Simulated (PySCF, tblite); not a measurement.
Compound: C5H3F4P.
Z-matrix (Å and degrees, GFN2-xTB geometry), rows numbered from 1:
```
F 
C   1  1.3338
C   2  1.3475  1  124.31
C   3  1.4345  2  112.09  1   179.93
C   4  1.3512  3  113.92  2     0.02
C   5  1.4862  4  125.46  3   179.75
F   6  1.3451  5  112.38  4  -116.51
F   6  1.3394  5  113.17  4     4.42
F   6  1.3485  5  111.86  4   124.70
P   5  1.8180  4  113.00  3     5.71
H   3  1.0759  2  124.80  1     1.52
H   4  1.0778  3  122.20  2  -178.94
H  10  1.3982  2   95.78  1   -82.46
```

Theory: PBE0/pcSseg-1 in PySCF (dipole) on a GFN2-xTB geometry, gas phase.

Take the most abundant isotopes and a rigid rotor. 

(1) Give the principal moments of inertia and the rotational constants in cm⁻¹.

(2) Classify the top.

(3) Is it planar, by Δ = Ic − Ia − Ib?

(4) Give the other two planar moments, Paa and Pbb, and the rms extents of the mass along the axes.

(5) Give the coordinates in the principal-axis frame, origin at the centre of mass.

(6) Which types of transition are allowed, and where do some lines up to J = 3 fall?

## Answers

(1) Ia = 192.58, Ib = 734.07, Ic = 835.04 u·Å²; 505379 MHz·u·Å²/I gives 2624, 688.5 and 605.2 MHz, that is A = 0.08754, B = 0.02296, C = 0.02019 cm⁻¹.

(2) A near-prolate asymmetric top; Ray's κ = -0.918.

(3) Not planar: Δ = Ic − Ia − Ib = -91.60 u·Å². For a rigid frame Δ = −2 Σ m c², so Σ m c² = 45.80 u·Å² lies off the ab plane: 1.63 from hydrogen and 44.17 from heavier atoms. The atom farthest from that plane is 1.27 Å away.

(4) Paa = Σ m a² = (Ib + Ic − Ia)/2 = 688.27 and Pbb = Σ m b² = (Ia + Ic − Ib)/2 = 146.78 u·Å². With the mass M = 169.99 u, the rms extents √(P/M) along a, b and c are 2.01, 0.93, 0.52 Å.

(5) The sense of each axis is arbitrary; atoms in the order of the calculation.
```
atom  mass (u)   a (Å)   b (Å)   c (Å)
  F1    18.998   3.521   0.191   0.050
  C2    12.000   2.230  -0.143   0.029
  C3    12.000   1.774  -1.410  -0.025
  C4    12.000   0.341  -1.468  -0.034
  C5    12.000  -0.257  -0.256   0.013
  C6    12.000  -1.724  -0.018   0.011
  F7    18.998  -2.131   0.660  -1.078
  F8    18.998  -2.441  -1.148   0.051
  F9    18.998  -2.114   0.721   1.069
 P10    30.974   0.924   1.122  -0.092
 H11     1.008   2.397  -2.287  -0.034
 H12     1.008  -0.197  -2.402  -0.058
 H13     1.008   0.906   1.437   1.270
```

(6) The dipole components are |μa| = 1.61 D, |μb| = 1.19 D, |μc| = 0.60 D. The squared components, which scale the intensities, stand as 1.00 : 0.55 : 0.14 (a : b : c). Some lines, for components of 0.1 D or more:

```json
{"type": "a", "branch": "Q", "J(Ka,Kc)": "3(1,2) ← 3(1,3)", "MHz": "499", "lower level (cm⁻¹)": "0.316"}
{"type": "c", "branch": "Q", "J(Ka,Kc)": "3(1,3) ← 3(0,3)", "MHz": "1739", "lower level (cm⁻¹)": "0.258"}
{"type": "c", "branch": "Q", "J(Ka,Kc)": "2(1,2) ← 2(0,2)", "MHz": "1855", "lower level (cm⁻¹)": "0.129"}
{"type": "b", "branch": "R", "J(Ka,Kc)": "3(0,3) ← 2(1,2)", "MHz": "2015", "lower level (cm⁻¹)": "0.191"}
{"type": "b", "branch": "Q", "J(Ka,Kc)": "1(1,0) ← 1(0,1)", "MHz": "2019", "lower level (cm⁻¹)": "0.043"}
{"type": "b", "branch": "Q", "J(Ka,Kc)": "2(1,1) ← 2(0,2)", "MHz": "2105", "lower level (cm⁻¹)": "0.129"}
{"type": "b", "branch": "Q", "J(Ka,Kc)": "3(1,2) ← 3(0,3)", "MHz": "2239", "lower level (cm⁻¹)": "0.258"}
{"type": "a", "branch": "R", "J(Ka,Kc)": "2(1,2) ← 1(1,1)", "MHz": "2504", "lower level (cm⁻¹)": "0.108"}
{"type": "a", "branch": "R", "J(Ka,Kc)": "2(0,2) ← 1(0,1)", "MHz": "2585", "lower level (cm⁻¹)": "0.043"}
{"type": "a", "branch": "R", "J(Ka,Kc)": "3(1,3) ← 2(1,2)", "MHz": "3755", "lower level (cm⁻¹)": "0.191"}
{"type": "a", "branch": "R", "J(Ka,Kc)": "3(2,2) ← 2(2,1)", "MHz": "3881", "lower level (cm⁻¹)": "0.393"}
{"type": "a", "branch": "R", "J(Ka,Kc)": "3(1,2) ← 2(1,1)", "MHz": "4004", "lower level (cm⁻¹)": "0.200"}
{"type": "b", "branch": "R", "J(Ka,Kc)": "2(1,2) ← 1(0,1)", "MHz": "4440", "lower level (cm⁻¹)": "0.043"}
{"type": "c", "branch": "R", "J(Ka,Kc)": "2(1,1) ← 1(0,1)", "MHz": "4690", "lower level (cm⁻¹)": "0.043"}
{"type": "b", "branch": "R", "J(Ka,Kc)": "2(2,1) ← 1(1,0)", "MHz": "8478", "lower level (cm⁻¹)": "0.111"}
{"type": "c", "branch": "R", "J(Ka,Kc)": "2(2,0) ← 1(1,0)", "MHz": "8481", "lower level (cm⁻¹)": "0.111"}
{"type": "b", "branch": "R", "J(Ka,Kc)": "3(2,2) ← 2(1,1)", "MHz": "9688", "lower level (cm⁻¹)": "0.200"}
{"type": "c", "branch": "R", "J(Ka,Kc)": "3(2,1) ← 2(1,1)", "MHz": "9702", "lower level (cm⁻¹)": "0.200"}
{"type": "c", "branch": "Q", "J(Ka,Kc)": "3(3,1) ← 3(2,1)", "MHz": "9876", "lower level (cm⁻¹)": "0.523"}
{"type": "b", "branch": "Q", "J(Ka,Kc)": "3(3,0) ← 3(2,1)", "MHz": "9876", "lower level (cm⁻¹)": "0.523"}
{"type": "c", "branch": "R", "J(Ka,Kc)": "3(2,2) ← 2(1,2)", "MHz": "9938", "lower level (cm⁻¹)": "0.191"}
{"type": "b", "branch": "R", "J(Ka,Kc)": "3(2,1) ← 2(1,2)", "MHz": "9951", "lower level (cm⁻¹)": "0.191"}
{"type": "b", "branch": "R", "J(Ka,Kc)": "3(3,1) ← 2(2,0)", "MHz": "13767", "lower level (cm⁻¹)": "0.393"}
{"type": "c", "branch": "R", "J(Ka,Kc)": "3(3,1) ← 2(2,1)", "MHz": "13770", "lower level (cm⁻¹)": "0.393"}
{"type": "b", "branch": "R", "J(Ka,Kc)": "3(3,0) ← 2(2,1)", "MHz": "13770", "lower level (cm⁻¹)": "0.393"}
```

Its lowest GFN2-xTB frequency is 4 cm⁻¹, too small to tell a flat minimum from a shallow saddle. These are rigid-rotor constants of the computed structure; measured ground-state constants (B0) also hold zero-point vibration.
